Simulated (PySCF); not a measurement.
Bonds (- single, = double, # triple, : aromatic): C1-C2, C2-C3, C2-C4, C2-C5, C5=O6, C5-O7. C1 carries H8, H9, H10; C3 carries H11, H12, H13; C4 carries H14, H15, H16; O7 carries H17.

GIAO shifts from PySCF 2.14 on PBE0-D3(BJ)/def2-SVP geometries (one conformer, non-relativistic, equivalent nuclei averaged), against TMS at the same level and in the same medium; PCM means IEF-PCM chloroform.

Measured (solution, not stated per compound (mostly CDCl3 or CCl4); Pretsch, Buehlmann, Badertscher, Structure Determination of Organic Compounds, 4th ed. (2009)): C2 38.7, C1/C3/C4 27.1, H8/H9/H10/H11/H12/H13/H14/H15/H16 1.23 ppm.

Which unscaled values do PBE0/pcSseg-1, gas; PBE0/pcSseg-1, PCM; WP04/pcSseg-1, PCM; wB97X-D/pcSseg-1, PCM give, and how close are they?

Results:


```csv
atoms,measured,"PBE0/pcSseg-1, gas","PBE0/pcSseg-1, PCM","WP04/pcSseg-1, PCM","wB97X-D/pcSseg-1, PCM"
C2,38.7,38.2,39.5,44.7,39.5
C1/C3/C4,27.1,28.8,29.0,28.9,29.0
H8/H9/H10/H11/H12/H13/H14/H15/H16,1.23,1.21,1.23,1.24,1.23
```

Mean absolute error for $^{13}$C: PBE0/pcSseg-1, gas 1.1, PBE0/pcSseg-1, PCM 1.3, WP04/pcSseg-1, PCM 3.9, wB97X-D/pcSseg-1, PCM 1.3 ppm.

Mean absolute error for $^{1}$H: PBE0/pcSseg-1, gas 0.02, PBE0/pcSseg-1, PCM 0.00, WP04/pcSseg-1, PCM 0.01, wB97X-D/pcSseg-1, PCM 0.00 ppm.

The C=O carbon of an acid or of an amide with N–H lies up to 10 ppm further downfield in solution, through hydrogen bonding that the calculation lacks.
